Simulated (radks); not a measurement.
The numbers below are computed, except where a source is named.
Question: Radial electron density D(r) = 4 pi r^2 rho(r) of an atom or ion with 2.8 electrons. Level of theory: scalar-relativistic Kohn-Sham, PBE, spin-unpolarised, spherical densities, finite nucleus; Fermi nuclear charge, rms radius of each element as measured or else 0.836 A^(1/3) + 0.57 fm (a radial shooting solver on a logarithmic mesh with Libxc functionals).

```
   r/bohr * D(r) (the largest magnitude, 74.8, reaches the edge; | marks zero)
0.0008839 |  *
 0.001063 |   *
 0.001287 |    *
 0.001547 |      *
 0.001875 |        *
 0.002254 |           *
 0.002731 |               *
 0.003283 |                   *
 0.003977 |                        *
 0.004781 |                              *
 0.005793 |                                    *
 0.006963 |                                           *
 0.008437 |                                                *
  0.01014 |                                                    *
  0.01229 |                                                      *
  0.01477 |                                                    *
   0.0179 |                                               *
  0.02151 |                                      *
  0.02607 |                            *
  0.03133 |                   *
  0.03796 |             *
    0.046 |          *
  0.05529 |         *
    0.067 |          *
  0.08053 |         *
  0.09758 |      *
   0.1173 |   *
   0.1421 | *
   0.1708 *
    0.207 *
   0.2488 *
```

What is the nuclear charge?

Answer: Z = 69. The innermost maximum, from 1s, lies near gamma/Z bohr with gamma = sqrt(1 - (Z/c)^2) = 0.864, here 0.0125 bohr (found: 0.0122), and its height grows with Z. The density is that of the thulium ion Tm66.2+ in 1s1.8 2s1; the configuration itself is not fixed sharply by these data, and Z only to a few units. D(r) has 2 maxima, at r = 0.0122, 0.0644 bohr, and minima at 0.0515 bohr, inside which lie 1.93 electrons.
